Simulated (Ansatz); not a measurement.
CH₄BrGe (`[CH3][GeH][Br]`) radical, one more setting.

```yaml
crystal:
  periodic: [false, false, false]
  atoms:
    - {symbol: C, position_ang: [-0.670201, 0.490923, -0.363954]}
    - {symbol: Ge, position_ang: [0.983361, -0.544949, -0.202820]}
    - {symbol: Br, position_ang: [0.555428, -2.337064, 1.211340]}
    - {symbol: H, position_ang: [-0.494884, 1.361244, -0.998072]}
    - {symbol: H, position_ang: [-0.976179, 0.820264, 0.631155]}
    - {symbol: H, position_ang: [-1.456101, -0.125338, -0.798284]}
    - {symbol: H, position_ang: [2.119776, 0.266921, 0.474935]}
basis:
  gaussian: {orbitals: def2-TZVPP, point_charges: [{charge: -1.00, position_ang: [6.447, -0.064, 0.536]}]}
magnetization: {spin_polarized: false, initial_magnetization: 1}
hamiltonian: {xc: {name: wB97X}}
accuracy: high
```

```sh
$ ansatz run in.yaml --threads 4 --pin off --events-out ev --progress --plain --max-ram 10444MiB
```

It prints (some lines left out):

```
Functional definition: wB97X
2973 factors; integrals over basis functions are off by at most 4.5e-9 eV
427 factors; integrals over basis functions are off by at most 1.7e-9 eV
mean field evaluation 1: about -127665.9107 eV, gradient 3.9e1 eV
mean field evaluation 2: about -127665.9542 eV, gradient 3.8e1 eV
mean field evaluation 4: about -127669.2336 eV, gradient 3.8e0 eV
mean field evaluation 8: about -127669.2622 eV, gradient 3.3e-1 eV
mean field evaluation 16: about -127669.2628 eV, gradient 9.1e-4 eV
mean field -127669.26280555 eV, -4691.7588707696 hartree, gradient 9.4e-8 eV, S^2 0.750000; 0 other end points of the search recorded, 0 dependent functions left out
reference -127669.26280295 eV, -4691.7588706739 hartree; 39, 38 occupied and 144, 145 virtual orbitals, 2973 factors
Total energy: -127669.26280295 eV, -4691.7588706739 hartree
```

Run time 12 s (4 threads of an AMD EPYC 9R45 on a shared host); peak host memory 1.7 GiB.
